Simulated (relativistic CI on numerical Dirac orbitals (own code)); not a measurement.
# One change at a time: Cu²⁷⁺

Base calculation: Dirac-Coulomb-Breit CI, separate exchange-only KLI orbitals for each configuration, a model potential for QED, unscaled Slater integrals.

CI space: 1s², 1s2s, 1s2p, 1s3s, 1s3p, 1s3d, 1s4s, 1s4p, 1s4d, 1s4f, 1s5s, 1s5p, 1s5d, 1s5f, 1s5g, 1s6s, 1s6p, 1s6d. Levels of other configurations are missing.

Variants: (1) Breit term removed; (2) one mean potential for all configurations. Shifts of the energy above 1s² ¹S0, in eV, for the lowest level and the first level of each name with at least 55 % of one term (blank where a level changes its place among those of its configuration and J or its character, or is not in the variant):

```tsv
Level	Base	Δ(1)	Δ(2)
1s² ¹S0	0.00	0.00	0.00
1s2s ³S1	8309.84	+8.66	-0.27
1s2p ³P°0	8343.13	+5.52	-0.33
1s2p ³P°1	8345.62	+8.08	-0.31
1s2s ¹S0	8345.88	+7.00	+0.38
1s2p ³P°2	8369.89	+8.48	-0.31
1s2p ¹P°1	8389.98	+8.40	-0.18
1s3s ³S1	9849.39	+8.66	-0.13
1s3p ³P°0	9858.58	+7.80	-0.17
1s3s ¹S0	9859.01	+8.17	-0.02
1s3p ³P°1	9859.30	+8.51	-0.17
1s3p ³P°2	9866.53	+8.62	-0.15
1s3d ³D2	9871.27	+8.74	-0.10
1s3d ³D1	9871.40	+8.49	-0.10
```

At this charge energies of transitions that change n are usually good to better than 1 %, and those within a shell (Δn = 0) to a few per cent.

Ionisation energy from the two ground configurations alone: base 11060.8 eV; Breit term removed 11069.5 eV. The NIST ASD value (theoretical) is 11062.4 eV.

LS names give the leading component of a level, which can be under half, so a name can repeat, a term be missing and a line seem to break the LS rules.
